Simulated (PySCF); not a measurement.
**Fractional electron number in Tc²⁺ (technetium, charge +2)**

The 4d alpha orbital of [Kr] 4d5 is emptied in steps (occupation f), with all orbitals relaxed, ending at [Kr] 4d4. All numbers are calculated (PySCF 2.14, scalar relativity through the core potential, in aug-cc-pVDZ-PP with ECP28MDF). The exact energy is a straight line in f; departures are measured from the line between the end points of the same method.

```
  f  BHandHLYP (eV)  wB97X (eV)  TPSS (eV)
  1           0.000       0.000      0.000
0.9          -0.233      -0.161     -0.539
0.7          -0.546      -0.377     -1.264
0.5          -0.653      -0.449     -1.510
0.3          -0.550      -0.376     -1.273
0.1          -0.237      -0.160     -0.547
  0           0.000       0.000      0.000
```

Q: For BHandHLYP, how does the orbital energy at f = 1 compare with the removal energy?

A: −ε = 26.962 eV against a total-energy difference of 29.546 eV. By Janak's theorem ε = ∂E/∂f, so the gap between them reflects the curvature. Along the path −ε is 27.469 (f = 0.9), 28.495 (f = 0.7), 29.534 (f = 0.5), 30.585 (f = 0.3), 31.645 (f = 0.1) eV.

```
   method  E(f=0) − E(f=1) (eV)  −ε at f=1 (eV)  −ε at f=0.5 (eV)
BHandHLYP                29.546          26.962            29.534
    wB97X                29.410          27.624            29.413
     TPSS                29.635          23.657            29.608
```

Reference removal energy between the ground levels: 29.55 eV (semi-empirical (NIST evaluation); NIST Atomic Spectra Database, ionization energies). The calculation has no spin-orbit coupling. The determinant left behind need not be the lowest term of the ion.
